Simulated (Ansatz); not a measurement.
The input (input.yaml):

```yaml
crystal:
  periodic: [false, false, false]
  atoms:
    - { symbol: C, position_ang: [-1.152506, 1.148258, -0.429165] }
    - { symbol: Si, position_ang: [0.055231, -0.218779, -0.637538] }
    - { symbol: C, position_ang: [1.248924, -0.655451, 0.753196] }
    - { symbol: "N", position_ang: [1.378319, -1.448854, 1.686786] }
    - { symbol: H, position_ang: [-1.905413, 1.074071, 0.362392] }
    - { symbol: H, position_ang: [-1.46789, -0.46584, -1.017155] }
    - { symbol: H, position_ang: [-1.265823, 1.99425, -1.118352] }
    - { symbol: H, position_ang: [0.88165, -0.069236, -1.86751] }
    - { symbol: H, position_ang: [2.2275, -1.358418, 2.267347] }
magnetization:
  spin_polarized: true
basis:
  gaussian: { orbitals: cc-pVDZ }
hamiltonian:
  xc: b3lyp
md:
  timestep: 0.5
  n_steps: 200
  ensemble: nve
  temperature: 300.0
  initial_velocities: maxwell_boltzmann
  seed: 12547
```

Command:

```bash
$ ansatz run input.yaml --threads 2 --pin off --max-ram 3072MiB --backend cpu --events-out ev --progress --plain --runs-dir out
```

Hardware: 2 threads of Intel(R) Xeon(R) 6975P-C (Granite Rapids) (shared host).

Roughly how long does this run take, and how much memory?

5.1 min, with a peak of 0.26 GiB, for 201 ionic steps.
